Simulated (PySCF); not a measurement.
An equivalent PySCF input for N⁺ (nitrogen, charge +1), [He] 2s2 2p2, high-spin 3P determinant, with scalar relativity by spin-free X2C-1e:

```python
from pyscf import gto, scf, dft, mp, cc
import basis_set_exchange as bse
mol = gto.M(atom="N 0 0 0", charge=1, spin=2, symmetry="D2h",
            basis=gto.basis.parse(bse.get_basis("x2c-QZVPPall", elements=["N"], fmt="nwchem")),
            nucmod="G")
mf = dft.UKS(mol, xc="0.53*HF + 0.47*B88, 0.73*LYP").sfx2c1e()
mf.irrep_nelec = {'Ag': (2, 2), 'B1u': (1, 0), 'B2u': (1, 0)}
mf.kernel()
```

It reaches the same state as the run whose output follows, with an energy that differs only through the grid. The run itself started from symmetry-adapted Hartree-Fock orbitals and held the occupation by maximum overlap, on a logarithmic radial grid, so the iterations belong to that start.

```
SCF conv_tol = 1e-09
number electrons alpha = 4  beta = 2
XC functionals = 0.53*HF + 0.47*B88, 0.73*LYP
    A. D. Becke.,  Phys. Rev. A 38, 3098 (1988)
    C. Lee, W. Yang, and R. G. Parr.,  Phys. Rev. B 37, 785 (1988)
    B. Miehlich, A. Savin, H. Stoll, and H. Preuss.,  Chem. Phys. Lett. 157, 200 (1989)
cycle= 1 E= -54.0455785139892  delta_E= -0.00316  |g|= 0.0146  |ddm|= 0.0408
cycle= 2 E= -54.0456615239111  delta_E= -8.3e-05  |g|= 0.00269  |ddm|= 0.00588
cycle= 3 E= -54.0456649314567  delta_E= -3.41e-06  |g|= 0.000268  |ddm|= 0.00145
cycle= 4 E= -54.0456649558236  delta_E= -2.44e-08  |g|= 3.03e-05  |ddm|= 0.000137
cycle= 5 E= -54.045664956172  delta_E= -3.48e-10  |g|= 2.25e-06  |ddm|= 2.14e-05
converged SCF energy = -54.045664956172  <S^2> = 2.0039841  2S+1 = 3.0026549
```
